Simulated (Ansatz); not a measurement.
HIn, charge -1, doublet, geometry from GFN2-xTB (such geometries of metal compounds can be far from the true shape) (a state made from the parent by changing its charge; the spin is typed, not shown lowest) (core potentials on In) (a gas-phase anion, which may not be bound at this level); WB97M-V/def2-SVP (Ansatz, an electronic-structure program).

Here is a job for Ansatz.
Ansatz 0.2 input:
```yaml
crystal:
  periodic: [false, false, false]
  atoms:
    - {symbol: In, position_ang: [-0.00000000, -0.00000000, -0.03576299]}
    - {symbol: H, position_ang: [0.00000000, 0.00000000, 1.75238670]}
basis:
  gaussian:
    orbitals: def2-SVP
hamiltonian:
  xc: {name: wB97M-V}
total_charge: -1
magnetization: {spin_polarized: true, initial_magnetization: 1}
accuracy: high
```

The log (banner, timings and long lists left out):

```
Functional definition: wB97M-V
703 factors; integrals over basis functions are off by at most 2.4e-9 eV
192 factors; integrals over basis functions are off by at most 9.5e-10 eV
mean field evaluation 1: about -5187.2923 eV, gradient 7.1e0 eV
mean field evaluation 2: about -5187.6120 eV, gradient 3.5e0 eV
mean field evaluation 4: about -5187.6629 eV, gradient 4.8e-1 eV
mean field evaluation 8: about -5187.6771 eV, gradient 4.6e-2 eV
mean field evaluation 16: about -5187.6771 eV, gradient 3.5e-5 eV
mean field -5187.67714147 eV, -190.6436186153 hartree, gradient 4.1e-8 eV, S^2 0.752515; 1 other end points of the search recorded, 0 dependent functions left out
reference -5187.67714377 eV, -190.6436186997 hartree; 12, 11 occupied and 19, 20 virtual orbitals, 703 factors
Total energy: -5187.67714377 eV, -190.6436186997 hartree
```
